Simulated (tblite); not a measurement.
Compound: C₅H₁₄OSi₂.
Cartesian coordinates in Å at the GFN2-xTB level; atoms count from 1:
```xyz
22
C5H14OSi2 angstrom
C     -3.2758    0.2703    0.4794
C     -1.9921   -0.2341   -0.1691
C     -0.7609    0.0822    0.6744
C      0.5274   -0.4098    0.0172
C      1.7522   -0.2001    0.9291
Si     3.3037   -0.1654   -0.1785
O      2.5881    0.2886   -1.5831
Si     0.9555    0.3851   -1.6716
H     -4.1391    0.0227   -0.1340
H     -3.4109   -0.1813    1.4601
H     -3.2410    1.3505    0.6028
H     -2.0599   -1.3146   -0.3160
H     -1.8748    0.2243   -1.1542
H     -0.7014    1.1631    0.8284
H     -0.8740   -0.3827    1.6594
H      0.4210   -1.4901   -0.1452
H      1.6529    0.7647    1.4333
H      1.7805   -0.9546    1.7161
H      3.9057   -1.4763   -0.4049
H      4.2629    0.8811    0.1525
H      0.6065    1.8003   -1.7658
H      0.5631   -0.4045   -2.8321
```

Calculated harmonic vibrations of the isolated species, GFN2-xTB (tblite), most abundant isotopes, no scaling. This tight-binding method is rough: wavenumbers can miss measured ones by several per cent, in bad cases by 10 to 20. Modes of hydrogen on silicon can be 10 to 20 % off. One conformer, not necessarily the lowest.

Harmonic wavenumbers (cm⁻¹): 59.8, 80.4, 96.9, 123.7, 159.3, 232.3, 269.3, 292.9, 354.2, 369.8, 452.6, 498.8, 513.8, 574.8, 594.1, 636.1, 648.6, 661.0, 747.2, 770.7, 776.2, 784.7, 802.2, 817.1, 908.8, 935.4, 945.8, 1030.4, 1053.8, 1081.3, 1096.6, 1121.8, 1131.5, 1219.1, 1233.2, 1270.3, 1287.1, 1298.3, 1322.2, 1368.5, 1414.5, 1489.5, 1499.4, 1504.1, 1504.7, 1507.8, 2273.7, 2281.6, 2304.6, 2310.7, 2897.0, 2934.5, 2950.4, 2959.9, 2964.7, 2978.6, 2981.5, 3029.6, 3031.8, 3037.2.

A = 3308, B = 722.5, C = 621.6 MHz; mass 146.058 u (most abundant isotopes); point group C1, symmetry number 1.

**Question.** What is the zero-point energy?

**Answer.** Half the sum of the wavenumbers: 38738 cm⁻¹ = 110.76 kcal/mol.

**Question.** What is S at 400 K and 1 bar for an ideal gas of classical rigid rotors and harmonic oscillators?

**Answer.** Translation 42.33, rotation 30.64, vibration 43.33: S = 116.3 cal/(mol K).

**Question.** And Cp and H(400 K) − H(0)?

**Answer.** Cp = 55.60 cal/(mol K), of which vibrations give 47.65 (their classical limit is 60 R = 119.2); H(400 K) − H(0) = 12.52 kcal/mol without the zero-point energy, 9.34 from vibrations.

**Question.** Which modes carry the vibrational entropy at 400 K?

**Answer.** 59.8 cm⁻¹: 5.04; 80.4 cm⁻¹: 4.46; 96.9 cm⁻¹: 4.09; 123.7 cm⁻¹: 3.61; 159.3 cm⁻¹: 3.12; 232.3 cm⁻¹: 2.40 cal/(mol K); the other 54 give 20.60 together.

**Question.** What must be added to the electronic energy to get the Gibbs energy at 400 K and 1 bar?

**Answer.** ZPE + [H(400 K) − H(0)] − T·S = 110.76 + 12.52 − 46.52 = 76.76 kcal/mol.

**Question.** How do the functions run with temperature in this model?

**Answer.** 
```tsv
T (K)	S (cal/(mol K))	Cp (cal/(mol K))	H − H(0) (kcal/mol)	G − H(0) (kcal/mol)	ln q(vib)
150	79.1	24.9	2.41	-9.46	2.92
250	94.7	37.4	5.51	-18.16	5.71
298.15	101.8	43.5	7.46	-22.89	7.08
600	142.5	73.9	25.58	-59.94	15.93
900	176.1	91.5	50.61	-107.89	24.36
```

q(vib) and H(0) count from the zero-point level.

Hindered rotation and anharmonicity are outside this model. Other conformers, if any are populated, would add a mixing term that is left out. The structure is chiral; the term R ln 2 for an equal mix with its mirror image is left out.

Hardware: an Arm Neoverse N1 with one thread, shared host. Cost: 1.8 s wall. This covers the Hessian and the dipole derivatives.
